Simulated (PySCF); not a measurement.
# Sn (tin, neutral) across methods

[Kr] 4d10 5s2 5p2, high-spin 3P determinant. Computed with PySCF 2.14 in x2c-QZVPPall with one added diffuse shell each of s, p, d, f type (14s10p8d5f1g, 128 functions), with the spin-free X2C one-electron Hamiltonian (Gaussian nucleus).

```
 method  E (hartree)  mean ε 5s α (eV)  mean ε 5s β (eV)  mean ε 5p α (eV)  Σ⟨r²⟩ (bohr²)   ⟨S²⟩
r2SCANh     -6176.56           -11.845           -10.180            -4.741          60.22  2.005
    LDA     -6170.57           -11.142           -10.170            -4.177          60.54  2.001
    PBE     -6176.14           -10.913            -9.796            -4.126          60.88  2.002
   PBE0     -6176.21           -12.278           -10.608            -5.039          60.51  2.003
 r2SCAN     -6176.57           -11.339            -9.841            -4.409          60.26  2.005
wB97X-V     -6176.26           -14.828           -12.949            -6.941          60.46  2.004
  TPSSh     -6176.30           -11.547            -9.967            -4.552          60.45  2.003
    UHF  -6173.82993           -15.615           -12.026            -7.267          61.40  2.012
```
